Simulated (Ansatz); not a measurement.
H2MoO4 (SMILES [O]=[Mo](=[O])([OH])[OH]), singlet, at a GFN2-xTB geometry (such geometries of metal compounds can be far from the true shape) (all electrons, no relativity). Base run: B3LYP/3-21G (Ansatz, a quantum-chemistry and plane-wave program).

Geometry (Å):
```xyz
7

Mo     0.0456     0.0008     0.0056
O      1.1022     0.7888    -0.9755
O      0.8607    -0.7531     1.2169
O     -0.8159    -1.2096    -0.9406
H     -1.0973    -1.9476    -1.4906
O     -1.0623     1.1754     0.7097
H     -1.4948     1.9004     1.1719
```
Charge 0, spin multiplicity 1.
All else is at Ansatz's defaults.
Base energy -4259.57709 Eh.

The base run was repeated with changes; each row names its change, and settings that it needs were set with it.

| change | ΔE vs base (mEh) |
|---|---|
| base | 0.000 |
| accuracy = high | 0.000 |
| point_charge = charge:1.0 position_ang:0.4098, 4.7581, 2.6662 | 4.708 |
| point_charge = charge:0.5 position_ang:-1.411, -3.9957, 3.6424 | -2.060 |
| final_grid = 14, 28, 59 | 0.001 |
| point_charge = charge:-1.0 position_ang:0.8062, -5.1488, -1.7273 | -8.415 |
| nuclear_model = gaussian | 23.773 |
| final_grid = 10, 20, 41 | 0.001 |
| forces = on | 0.000 |
